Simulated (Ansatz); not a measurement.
Reaction: SiAsH4 (SMILES [AsH][SiH3], doublet) → SiAsH4 (SMILES [SiH2][AsH2], doublet)
Each species at its own B3LYP-D3(BJ)/def2-TZVP minimum (Ansatz, an electronic-structure program).

Total energies in hartree (Ansatz). UHF or UKS for unpaired electrons; spin-orbit terms are left out. Cores are frozen in correlated methods (noble-gas shells, and filled d and f shells in the p block). No relativity.

```csv
species,HF/def2-TZVPP,CCSD(T)/def2-TZVPP,HF/def2-QZVPP,CCSD(T)/def2-QZVPP,CCSDT(Q)/def2-TZVPP
"1: SiAsH4 (SMILES [SiH3][AsH], doublet)",-2525.46268,-2525.76380,-2525.51706,-2525.83427,-2525.76566
"2: SiAsH4 (SMILES [SiH2][AsH2], doublet)",-2525.43266,-2525.73912,-2525.48691,-2525.80965,-2525.74114
```

Task: Work out the isomerisation energy (electronic) in kcal/mol: take Hartree-Fock from def2-QZVPP, extrapolate the CCSD(T) correlation energy as X^-3 (X = 3, 4), and add CCSDT(Q) - CCSD(T) in def2-TZVPP. 1 hartree = 627.51 kcal/mol.

Result: 
Species 1: correlation (64·(-0.31721) - 27·(-0.30112))/37 = -0.32895; step -0.00186; E1 = -2525.51706 + (-0.32895) + (-0.00186) = -2525.84787
Species 2: correlation (64·(-0.32274) - 27·(-0.30646))/37 = -0.33462; step -0.00202; E2 = -2525.48691 + (-0.33462) + (-0.00202) = -2525.82355
-1·E1 +1·E2 = 0.02432 hartree = 15.3 kcal/mol.
